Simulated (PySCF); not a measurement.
NICS in isomers of C8H11OP.

NICS is the negative of the GIAO shielding at a point without a nucleus: at the ring centre (0) and 1 Å above and below it (1); zz is the component along the ring normal. Level: GIAO PBE0/pcSseg-1 (PySCF, non-relativistic, gas phase) on the GFN2-xTB geometries, one conformer each. Atom numbers follow the mapped SMILES.

Task: Order these rings by mean NICS(1)zz, lowest (most negative) first (ppm).
A. ring P4–C6–C7–C8–C10 in `[CH:1]#[C:2][CH2:3][P@@:4]1(=[O:5])[CH2:6][CH:7]=[C:8]([CH3:9])[CH2:10]1`
B. ring C3–C4–C5–C6–C8–P10 in `[CH3:1][O:2][c:3]1[cH:4][cH:5][c:6]([CH3:7])[c:8]([CH3:9])[p:10]1`
C. ring C2–C3–C4–C5–C6–C10 in `[CH3:1][c:2]1[cH:3][cH:4][cH:5][c:6]([P@@H:7]([CH3:8])=[O:9])[cH:10]1`
D. ring P4–C5–C6–C7–C9–C10 in `[CH3:1][C:2]#[C:3][P:4]1[CH2:5][CH2:6][C:7](=[O:8])[CH2:9][CH2:10]1`
E. ring C2–C3–P4–C9–C10 in `[CH3:1][C:2]1=[CH:3][P@@:4](=[O:5])([CH:6]2[CH2:7][CH2:8]2)[CH:9]=[CH:10]1`
F. ring C3–C4–C5–C6–O7 in `[CH2:1]=[P@@:2]1([c:3]2[cH:4][cH:5][cH:6][o:7]2)[CH2:8][C@H:9]1[CH3:10]`

Result: C (-28.0), F (-26.7), B (-24.7), A (-3.0), E (2.3), D (3.5).

| SMILES | ring | NICS(0) | NICS(1) | NICS(1)zz | HOMA | rms pucker (Å) | ring atoms with four or more neighbours |
| --- | --- | --- | --- | --- | --- | --- | --- |
| Cc1cccc([P@@H](C)=O)c1 | 6-membered carbocycle; formal bonds all aromatic | -8.4 | -11.4 | -28.0 | 1.00 | 0.00 | 0 |
| C=[P@@]1(c2ccco2)C[C@H]1C | 5-membered ring with O; formal bonds all aromatic | -12.5 | -10.8 | -26.7 | 0.52 | 0.00 | 0 |
| COc1ccc(C)c(C)p1 | 6-membered ring with P; formal bonds all aromatic | -8.5 | -10.5 | -24.7 | 0.90 | 0.00 | 0 |
| C#CC[P@@]1(=O)CC=C(C)C1 | 5-membered ring with P; formal bonds 1 double, 4 single | -2.5 | -3.0 | -3.0 | – | 0.03 | 3 |
| CC1=C[P@@](=O)(C2CC2)C=C1 | 5-membered ring with P; formal bonds 2 double, 3 single | 0.9 | -1.9 | 2.3 | – | 0.00 | 1 |
| CC#CP1CCC(=O)CC1 | 6-membered ring with P; formal bonds all single | -1.6 | -2.0 | 3.5 | – | 0.29 | 4 |

NICS(0) gives another order. The isotropic NICS(1) gives another order. HOMA uses Krygowski's 1993 parameters; it is left out where a ring has a four-coordinate atom, a triple bond, no multiple bond or a kind of bond without parameters. NICS(1) and NICS(1)zz are means over the two faces.
